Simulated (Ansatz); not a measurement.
`O[CH2][Zn][SH]` → C• + 4 H• + O• + S• + Zn (atom)  (atomization)

Program: Ansatz. Geometries: PBE0-D4/def2-TZVP. ΔE: electronic, gas phase. CCSD(T)/CBS is the MP2 limit (def2-TZVPP, def2-QZVPP) plus CCSD(T) − MP2 in def2-TZVPP, frozen cores. This one scheme is used for every species, atoms too. No spin–orbit coupling; open shells (•) take unrestricted orbitals. Spin–orbit coupling would lower the free atoms: a little for C, O, S. Bonds to Zn are less sure, by a few kJ/mol each and by 10 to 20 or more in all where they break to atoms, as the def2 sets lack core-valence functions. Scalar relativity is left out up to krypton. One conformer a species, not always the lowest.

```
         species  HF/def2-QZVPP energy (Eh)
`O[CH2][Zn][SH]`                -2290.51626
              C•                  -37.69363
              H•                   -0.49998
              O•                  -74.81863
              S•                 -397.51300
       Zn (atom)                -1777.84717
```

Q: Work out ΔE.

A: ΔE = 4 × (-0.49998) + (-37.69363) + (-74.81863) + (-397.51300) + (-1777.84717) − (-2290.51626) = 0.64391 Eh = +1690.6 kJ/mol. CCSD(T)/CBS gives +2467.5 kJ/mol.

Largest T1 diagnostic among the species: 0.017.

In def2-TZVPP, CCSD(T) changes the Hartree–Fock value by +704.7 kJ/mol (the triples alone add +44.7 kJ/mol) and MP2 by +762.6 kJ/mol; breaking electron pairs costs correlation energy, which Hartree–Fock lacks. The D4 term adds +20.7 kJ/mol with B3LYP and +10.8 kJ/mol with PBE0; it sums over pairs of atoms, weighted by their polarisabilities, and B3LYP, whose exchange is more repulsive, gets the larger term. From PBE to PBE0 (25 % exact exchange), in def2-TZVPP and without D4, ΔE moves by −54.2 kJ/mol: exact exchange takes away binding that semilocal exchange gives to molecules.

B3LYP here is the variant with VWN-RPA as its local correlation; programs differ in this.

For atomizations the MP2-based limit and the directly extrapolated one differ by several kJ/mol either way, and by 10 to 25 for some Ge, Se and Sn compounds, so smaller differences from it don't rank the levels.
